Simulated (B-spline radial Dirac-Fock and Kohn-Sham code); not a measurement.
# Binding energies of Pt⁵⁺ at several levels of theory

System: the Pt⁵⁺ ion in the configuration 1s2 2s2 2p6 3s2 3p6 3d10 4s2 4p6 4d10 4f14 5s2 5p6 5d5.

The density-functional columns are spherical, spin-unpolarised Dirac-Kohn-Sham results without Breit or QED terms: −ε is minus the orbital energy of the initial state and ΔSCF the difference of two total energies. The reference in the last column comes from relaxed Dirac-Fock hole states (ΔSCF) with Breit and QED corrections and a finite nucleus. All numbers are from an atomic code on a B-spline grid, in eV; a selection of levels is shown. For the 1s level of heavy atoms much of the gap between ΔSCF and the reference is the Breit and QED part, -416.8 eV here; for other levels the error of the functional can be larger.

| level | PBE −ε | PBE ΔSCF | LDA −ε | LDA ΔSCF | Dirac-Fock |
| --- | --- | --- | --- | --- | --- |
| 1s | 78341.3 | 78943.0 | 78278.1 | 78877.8 | 78472.3 |
| 2s | 13809.8 | 13922.2 | 13800.5 | 13913.2 | 13969.7 |
| 2p1/2 | 13242.5 | 13387.5 | 13238.2 | 13383.3 | 13355.5 |
| 2p3/2 | 11513.6 | 11636.1 | 11511.2 | 11633.9 | 11646.1 |
| 3s | 3296.1 | 3330.6 | 3293.6 | 3328.3 | 3386.1 |
| 3p1/2 | 3040.6 | 3077.7 | 3039.7 | 3076.9 | 3113.3 |
| 3p3/2 | 2660.6 | 2694.0 | 2660.1 | 2693.7 | 2733.2 |
| 3d3/2 | 2233.8 | 2273.8 | 2234.0 | 2274.1 | 2284.8 |
| 3d5/2 | 2151.8 | 2190.6 | 2152.1 | 2190.9 | 2204.4 |
| 4s | 762.0 | 779.2 | 760.9 | 778.1 | 812.8 |
| 4p1/2 | 653.5 | 670.6 | 653.0 | 670.1 | 696.6 |
| 4p3/2 | 562.9 | 579.3 | 562.3 | 578.7 | 605.8 |
| 4d3/2 | 384.8 | 400.9 | 384.8 | 400.9 | 415.5 |
| 4d5/2 | 367.9 | 383.8 | 367.9 | 383.8 | 398.6 |
| 4f5/2 | 140.3 | 155.5 | 140.8 | 156.0 | 153.8 |
| 4f7/2 | 136.8 | 151.9 | 137.3 | 152.4 | 150.4 |
| 5s | 168.7 | 178.9 | 169.1 | 179.3 | 184.9 |
| 5p1/2 | 133.5 | 143.2 | 133.9 | 143.7 | 144.7 |
| 5p3/2 | 117.8 | 127.0 | 118.0 | 127.2 | 128.8 |
| 5d | 67.55 | 75.32 | 67.87 | 75.64 | 74.03 |

Question: Order the estimates of the K (1s) level by their distance from the Dirac-Fock value, nearest first.
A. LDA ΔSCF
B. LDA −ε
C. PBE ΔSCF
D. PBE −ε

Answer: D (131.0 eV), B (194.1 eV), A (405.5 eV), C (470.7 eV).

An eigenvalue near the reference for a deep level is a cancellation of errors: it lacks relaxation, carries self-interaction and omits Breit and QED terms.

Values without a named source are computed, but for edge energies of neutral atoms, which are taken from tables.
